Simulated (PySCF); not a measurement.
# Indirect couplings

Geometry:
```json
{"atom": "C1", "x (Å)": "2.067", "y (Å)": "-0.327", "z (Å)": "-0.450"}
{"atom": "C2", "x (Å)": "1.204", "y (Å)": "0.603", "z (Å)": "0.403"}
{"atom": "C3", "x (Å)": "-0.233", "y (Å)": "0.215", "z (Å)": "0.367"}
{"atom": "C4", "x (Å)": "-1.040", "y (Å)": "-0.134", "z (Å)": "1.386"}
{"atom": "F5", "x (Å)": "-0.717", "y (Å)": "-0.198", "z (Å)": "2.678"}
{"atom": "N6", "x (Å)": "-2.338", "y (Å)": "-0.447", "z (Å)": "1.009"}
{"atom": "C7", "x (Å)": "-2.390", "y (Å)": "-0.307", "z (Å)": "-0.261"}
{"atom": "C8", "x (Å)": "-1.087", "y (Å)": "0.121", "z (Å)": "-0.862"}
{"atom": "H9", "x (Å)": "1.948", "y (Å)": "-1.358", "z (Å)": "-0.125"}
{"atom": "H10", "x (Å)": "1.790", "y (Å)": "-0.258", "z (Å)": "-1.500"}
{"atom": "H11", "x (Å)": "3.116", "y (Å)": "-0.056", "z (Å)": "-0.355"}
{"atom": "H12", "x (Å)": "1.315", "y (Å)": "1.628", "z (Å)": "0.037"}
{"atom": "H13", "x (Å)": "1.547", "y (Å)": "0.576", "z (Å)": "1.439"}
{"atom": "H14", "x (Å)": "-3.294", "y (Å)": "-0.494", "z (Å)": "-0.812"}
{"atom": "H15", "x (Å)": "-1.174", "y (Å)": "1.068", "z (Å)": "-1.395"}
{"atom": "H16", "x (Å)": "-0.722", "y (Å)": "-0.624", "z (Å)": "-1.571"}
```

Method: B3LYP/pcJ-1 (spin–dipole term only in couplings to heteroatoms)//GFN2-xTB, PySCF 2.14; isolated molecule, single conformer, non-relativistic. Couplings are averaged over pairs made equivalent by symmetry, fast rotation or ring inversion, so a value needn't be that of the named pair in this geometry, while other rotamers aren't included; one pair stands for each set, and the list holds a selection of those of at least 0.8 Hz over up to four bonds. One-bond C–F couplings come out tens of Hz too large with common functionals.

Isotopes: ¹³C, ¹⁹F, ¹H, ¹⁵N.

```
    pair  bonds  J (Hz)
  C1, C2      1       ?
  C1, H9      1       ?
  C2, C3      1    49.9
 C2, H12      1   134.9
  C3, C4      1    96.6
  C3, C8      1    45.9
  C4, F5      1  -326.4
  C4, N6      1       ?
  N6, C7      1    -5.1
  C7, C8      1    33.3
 C7, H14      1   197.9
 C8, H15      1   134.8
 C1, H12      2    -4.5
  C2, C4      2     1.1
  C2, C8      2       ?
  C2, H9      2       ?
  C3, F5      2       ?
 C3, H12      2       ?
 C3, H15      2    -5.4
  C4, C8      2    17.6
  F5, N6      2   -39.8
 C7, H15      2    -2.9
  C1, C8      3     1.0
 C4, H15      3       ?
 C8, H12      3     4.0
H12, H16      4    -0.9
```

Question: Estimate the withheld couplings, with signs.

Answer: 
- ¹J(C1,C2) = 33.6 Hz (bond length 1.530 Å)
- ¹J(C1,H9) = 133.0 Hz (bond length 1.088 Å, sp3 carbon)
- ¹J(C4,N6) = -3.1 Hz (bond length 1.386 Å)
- ²J(C2,C8) = 3.4 Hz (angle at C3 126°)
- ²J(C2,H9) = -3.6 Hz
- ²J(C3,F5) = 19.6 Hz (angle at C4 127°)
- ²J(C3,H12) = -6.6 Hz (mean over equivalent pairs that range from -8.5 to -4.7 Hz in this conformer)
- ³J(C4,H15) = 5.8 Hz (dihedral angle 120°)
